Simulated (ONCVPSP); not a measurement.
## Cutoff test, gadolinium (Gd), ONCV

ONCVPSP 4.0.1 input, shortened (lines: element, Z, core and valence counts, functional; n l f; lmax; l rc ep ncon nbas qcut; lloc lpopt rc5 dvloc0; l nproj debl; icmod fcfact rcfact), PBE, scalar-relativistic:

```
  Gd 64.00    9    5        4      upf
    1    0    2.00
    2    0    2.00
    2    1    6.00
    3    0    2.00
    3    1    6.00
    3    2   10.00
    4    0    2.00
    4    1    6.00
    4    2   10.00
    4    3    7.00
    5    0    2.00
    5    1    6.00
    5    2    1.00
    6    0    2.00
    3
    0    1.95    0.00    3    6    5.60
    1    1.80    0.00    4    7    5.10
    2    2.95    0.00    4    8    4.20
    3    1.25    0.00    3    8   14.30
    4    1    0.80    4.00
    0    2    1.20
    1    3    1.60
    2    2    1.70
    3    2    1.30
    0    0.00    0.00
```

Q: For each optimised wave give the share of its norm inside rc, the residual kinetic energy above qcut (Ha) and the cutoffs (Ha) for errors of 10, 1, 0.1 and 0.01 mHa per electron.

A:

| wave | norm inside rc | residual KE | 10 mHa | 1 mHa | 0.1 mHa | 0.01 mHa |
| --- | --- | --- | --- | --- | --- | --- |
| 5s | 0.911 | 1.8e-05 | 8.8 | 11.8 | 14.0 | 25.3 |
| 6s | 0.045 | 9.5e-06 | 6.3 | 10.6 | 13.4 | 16.3 |
| 5p | 0.716 | 1.3e-03 | 5.6 | 14.4 | 41.5 | 49.5 |
| p projector 2 | 0.138 | 1.4e-03 | 5.7 | 13.8 | 29.6 | 49.0 |
| p projector 3 | 0.096 | 3.3e-03 | 9.3 | 16.0 | 31.1 | 52.6 |
| 5d | 0.621 | 3.3e-05 | 5.1 | 6.8 | 8.4 | 16.0 |
| d projector 2 | 0.291 | 1.1e-03 | 6.9 | 9.2 | 19.1 | 33.4 |
| 4f | 0.833 | 2.4e-06 | 72.5 | 82.6 | 90.6 | 96.9 |
| f projector 2 | 0.063 | 8.1e-07 | 64.8 | 77.7 | 87.5 | 94.9 |

The occupied waves need 83 Ha and 91 Ha for 1 and 0.1 mHa. Note: ghosts flagged at negative energy: s at -186.7 eV; GHOST(+) flagged for d at 31.2 eV, p at 221.5 eV. A true bound ghost makes a file unfit for plane-wave use. 1 of 4 tests not solved or not reliable.
